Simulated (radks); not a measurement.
The numbers below are computed, except where a source is named.
Task: W L, 25 electrons, occupied as [Ar] 3d7 (the NIST ground configuration). Code: a radial shooting solver on a logarithmic mesh with Libxc functionals. Model: Dirac Kohn-Sham, LDA (Slater exchange, Perdew-Wang correlation), spin-unpolarised, spherical densities, finite nucleus; open shells fill j = l - 1/2 first; Fermi nuclear charge, rms radius 5.3658 fm. Some entries of the table are withheld. Estimate them.

orbital  occ.  eigenvalue (Ry)  r(max) (bohr)
1s1/2       2              (1)        0.01146
2s1/2       2        -1084.259        0.06580
2p1/2       2              (2)        0.04887
2p3/2       4              (3)        0.05567
3s1/2       2        -390.4973         0.1820
3p1/2       2        -375.0679         0.1698
3p3/2       4        -351.4716         0.1829
3d3/2       4        -326.9129         0.1418
3d5/2       3        -321.6008         0.1453

Result: 
(1) 1s1/2 eigenvalue (Ry): -5304.693
(2) 2p1/2 eigenvalue (Ry): -1047.662
(3) 2p3/2 eigenvalue (Ry): -947.5613
